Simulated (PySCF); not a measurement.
System: H₄Ge, singlet: flattening of a tetrahedron along the D2d path, bond length relaxed. Scanned: the two opposite H-Ge-H angles (109.47 = tetrahedral, 180 = square planar). Other coordinates (Ge-H bond length) were minimised at PBE0/def2-TZVP.

Level of theory: PySCF 2.14.0 with CCSD(T) on RHF/cc-pVTZ, 9 core orbitals frozen.

Scanned values (°): 90, 95, 100, 105, 109.47, 115, 120, 130, 140, 150, 160, 170, 180.

**Question.** Describe the profile: where are the wells and the tops?

**Answer.** Lower than their neighbours: 109.47° (0.000 eV). Higher than their neighbours: 90° (0.472 eV, end of the scan), 180° (4.383 eV, end of the scan). The whole profile spans 4.383 eV.
